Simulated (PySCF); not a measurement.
Thallium: highly charged ions in a basis for the neutral atom

Tl¹⁰⁺ [Xe] 4f14 5d3, Tl¹¹⁺ [Xe] 4f14 5d2. Computed with PySCF 2.14 in aug-cc-pVDZ-PP with ECP60MDF (5s4p3d, 32 functions), with a scalar-relativistic core potential. No spin-orbit coupling, so a gap to NIST mixes the basis error with missing relativistic terms.

Changed run: basis of the neutral atom used for a highly charged ion. This setting is unsound on purpose.

```csv
species,method,sound run (hartree),changed run (hartree),converged
Tl¹⁰⁺,UHF,not run,-143.18072,yes
Tl¹⁰⁺,LDA,not run,-143.38905,yes
Tl¹⁰⁺,BP86,not run,-143.76667,yes
Tl¹¹⁺,UHF,not run,-136.67979,yes
Tl¹¹⁺,LDA,not run,-136.85961,yes
Tl¹¹⁺,BP86,not run,-137.22568,yes
```

Ionisation energy of Tl¹⁰⁺:

| method | changed run (eV) | NIST (eV) |
| --- | --- | --- |
| UHF | 176.90 | 177 ± 2.4 |
| LDA | 177.68 | 177 ± 2.4 |
| BP86 | 177.99 | 177 ± 2.4 |

The contracted functions were made for the neutral atom and can be too rigid for a highly charged ion.
